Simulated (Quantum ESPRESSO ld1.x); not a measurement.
All-electron atom: the rhenium ion Re+ in [Xe] 4f14 5d3 6s2 6p1 (not the ground configuration).

Calculated with ld1.x of Quantum ESPRESSO 7.5: Dirac Kohn-Sham, PW91, spin-unpolarised, spherical densities, point nucleus; open shells fill j = l - 1/2 first.

Energy parts (hartree):
part                     energy
total                 -16718.88
kinetic                18912.48
electron-nucleus      -41792.13
Hartree                 6494.84
exchange-correlation    -334.08

Orbitals (lengths in bohr, moments of r in powers of bohr; <r^-3> diverges for s and p1/2):
\begin{tabular}{lrrrrr}
orbital & occ. & eigenvalue (hartree) & <r> & <r^-3> & small-component weight \\ \hline
1s1/2 & 2 & -2630.65 & 0.01803 & - & 8.03e-02 \\
2s1/2 & 2 & -456.229 & 0.07557 & - & 1.82e-02 \\
2p1/2 & 2 & -436.536 & 0.06246 & - & 1.83e-02 \\
2p3/2 & 4 & -383.608 & 0.07053 & 17110 & 1.65e-02 \\
3s1/2 & 2 & -106.031 & 0.1969 & - & 6.02e-03 \\
3p1/2 & 2 & -97.2504 & 0.1870 & - & 5.96e-03 \\
3p3/2 & 4 & -85.7562 & 0.2019 & 3892 & 5.43e-03 \\
3d3/2 & 4 & -71.0249 & 0.1765 & 674.3 & 5.32e-03 \\
3d5/2 & 6 & -68.5302 & 0.1811 & 570.7 & 5.17e-03 \\
4s1/2 & 2 & -22.5523 & 0.4404 & - & 1.99e-03 \\
4p1/2 & 2 & -18.8905 & 0.4450 & - & 1.90e-03 \\
4p3/2 & 4 & -16.2082 & 0.4784 & 909.0 & 1.70e-03 \\
4d3/2 & 4 & -10.2012 & 0.4934 & 138.6 & 1.50e-03 \\
4d5/2 & 6 & -9.70581 & 0.5048 & 114.8 & 1.45e-03 \\
5s1/2 & 2 & -3.66119 & 1.032 & - & 4.61e-04 \\
5p1/2 & 2 & -2.54649 & 1.127 & - & 3.85e-04 \\
4f5/2 & 6 & -2.14478 & 0.5751 & 21.60 & 1.05e-03 \\
5p3/2 & 4 & -2.13337 & 1.224 & 137.9 & 3.31e-04 \\
4f7/2 & 8 & -2.05233 & 0.5837 & 20.57 & 1.03e-03 \\
5d3/2 & 3 & -0.67682 & 1.692 & 11.44 & 1.75e-04 \\
5d5/2 & 0 & -0.63713 & 1.747 & 9.231 & 1.64e-04 \\
6s1/2 & 2 & -0.56520 & 2.696 & - & 7.27e-05 \\
6p1/2 & 1 & -0.35095 & 3.285 & - & 4.84e-05 \\
6p3/2 & 0 & -0.30953 & 3.573 & 13.86 & 4.14e-05 \\
\end{tabular}

The highest occupied level is 6p1/2 at -9.550 eV. The configuration is held as typed, so some empty levels lie below it. Summed over all electrons, <r^2> = 62.14 bohr^2, which gives a Langevin (diamagnetic) susceptibility term of -49.2 x 10^-6 cm^3/mol.
